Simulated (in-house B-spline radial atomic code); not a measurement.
Correlation energy from the adiabatic connection: −Z/r, Z = 2.54, wall at 1 bohr

Two electrons in a singlet, external potential −Z/r, Z = 2.54, wall at 1 bohr (atomic units). Full CI in B-splines (partial waves to l = 8, correlation up to 0.6 % small) with the density held fixed gives W(λ) = <V_ee>_λ − U, and E_c is the integral of W(λ) − W(0) from 0 to 1.

```json
{"λ": "0", "W(λ) − W(0) (hartree)": "0.00000"}
{"λ": "0.02", "W(λ) − W(0) (hartree)": "-0.00190"}
{"λ": "0.05", "W(λ) − W(0) (hartree)": "-0.00474"}
{"λ": "0.12", "W(λ) − W(0) (hartree)": "-0.01129"}
{"λ": "0.25", "W(λ) − W(0) (hartree)": "-0.02319"}
{"λ": "0.4", "W(λ) − W(0) (hartree)": "-0.03649"}
{"λ": "0.6", "W(λ) − W(0) (hartree)": "-0.05357"}
{"λ": "0.8", "W(λ) − W(0) (hartree)": "-0.06994"}
{"λ": "1", "W(λ) − W(0) (hartree)": "-0.08562"}
```

Problem. Integrate the table by the trapezoid rule.

Solution. The strips give -0.00002, -0.00010, -0.00056, -0.00224, -0.00448, -0.00901, -0.01235, -0.01556, which sum to -0.04431 hartree. The direct value, W(1) − W(0) + T_c with T_c = 0.04126, is -0.04436; the curve is convex, so chords lie above it and the trapezoids fall short in size by 0.11 %.

Problem. Now use only three numbers: W(0) = -2.1482, the initial slope W'(0) = -0.09537 (extrapolated from the first points) and the strong-coupling limit of the point-charge-plus-continuum model, W∞ = -2.5734. What do second-order theory and the interpolation W(λ) = W∞ + (W(0) − W∞)/√(1 + 2χλ) of Seidl, Perdew and Levy give?

Solution. Second order keeps the slope alone: E_c = W'(0)/2 = -0.04768, +8 % in size against -0.04436. Matching the slope fixes χ = W'(0)/(W∞ − W(0)) = -0.09537/(-0.42520) = 0.22429. Integrating, with s = √(1 + 2χ) = 1.203573, E_c = −(W(0) − W∞)(s − 1)/(s + 1) = −0.42520 × 0.203573/2.203573 = -0.03928 hartree, -11.4 % in size against the full result. At λ = 1 the formula gives W − W(0) = -0.07192 against -0.08562. Part of the miss can come from the model's W∞, which here lies above the computed W at λ = 10, -2.58600.
